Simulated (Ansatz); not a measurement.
System: sum formula Si2NH6 (charge 0, doublet). It need not be the lowest isomer of its formula. SMILES: N[SiH2][SiH2]
Geometry from a B3LYP-D3(BJ)/def2-TZVP (Ansatz, a program for electronic structure) optimisation:
```
Si
N 1 1.7247
H 2 1.0075 1 120.71
H 2 1.0079 3 111.26 1 -149.88
H 1 1.4825 2 107.14 3 172.68
H 1 1.4938 5 106.29 2 -124.24
Si 1 2.3397 5 111.03 6 -118.55
H 7 1.4875 1 114.64 5 85.55
H 7 1.4883 8 108.86 1 -127.35
```
Charge 0, spin multiplicity 2.

Wanted: atomisation energy (electronic, to ground-state atoms), in kJ/mol. Cores are frozen in the correlated levels unless marked. UHF or UKS for open shells. No spin-orbit coupling. Non-relativistic. The coupled-cluster limit lacks core correlation, which all-electron functionals hold. Basis-set limits of correlation are two-point, X^-3; Hartree-Fock from the larger set.

```
level               program  atomisation energy (kJ/mol)
------------------  -------  ---------------------------
HF/aug-cc-pV(T+d)Z   Ansatz                       1930.6
```

**Question.** Predict the CCSD(T)/CBS(aug-cc-pV(T+d)Z,aug-cc-pV(Q+d)Z) result (Ansatz).

**Answer.** 2659.3 kJ/mol, so HF/aug-cc-pV(T+d)Z differs from it by -728.7 kJ/mol.
